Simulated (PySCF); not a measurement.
revPBE on Tc⁻ (technetium, charge -1), [Kr] 4d6 5s2, high-spin 5D determinant. All numbers are calculated (PySCF 2.14, no relativity, point nucleus, in dyall-av2z (22s15p11d2f, 136 functions)).

```
cycle= 1 E= -4206.64583976687  delta_E= -0.0387  |g|= 0.0432  |ddm|= 0.886
cycle= 2 E= -4206.6463239559  delta_E= -0.000484  |g|= 0.0314  |ddm|= 0.161
cycle= 3 E= -4206.64655247501  delta_E= -0.000229  |g|= 0.0056  |ddm|= 0.0889
cycle= 4 E= -4206.64653138013  delta_E= 2.11e-05  |g|= 0.00899  |ddm|= 0.0214
cycle= 5 E= -4206.64657095461  delta_E= -3.96e-05  |g|= 0.00127  |ddm|= 0.0204
cycle= 6 E= -4206.64657291819  delta_E= -1.96e-06  |g|= 0.000233  |ddm|= 0.00496
cycle= 7 E= -4206.64657326196  delta_E= -3.44e-07  |g|= 0.000131  |ddm|= 0.00259
cycle= 8 E= -4206.64657335063  delta_E= -8.87e-08  |g|= 2.25e-05  |ddm|= 0.00153
cycle= 9 E= -4206.64657335654  delta_E= -5.9e-09  |g|= 2.43e-06  |ddm|= 0.000501
cycle= 10 E= -4206.64657335655  delta_E= -1.91e-11  |g|= 1.31e-07  |ddm|= 2.88e-05
converged SCF energy = -4206.64657335655  <S^2> = 6.0807877  2S+1 = 5.0322113
```

Highest occupied orbital energy: 1.575 eV; ⟨L²⟩ = 6.04; populations by l: s 10.00, p 18.00, d 16.00, f 0.00.

(1) Can this result be used?

## Answers

(1) With care. Self-consistency was reached. A non-relativistic calculation at this Z misses sizeable relativistic shifts. ⟨S²⟩ = 6.08 against 6.00 shows spin contamination. At revPBE the highest occupied level has a positive energy, so only the finite basis holds that electron; in a semilocal or global hybrid functional this comes from self-interaction and does not mean that the real anion is unbound.
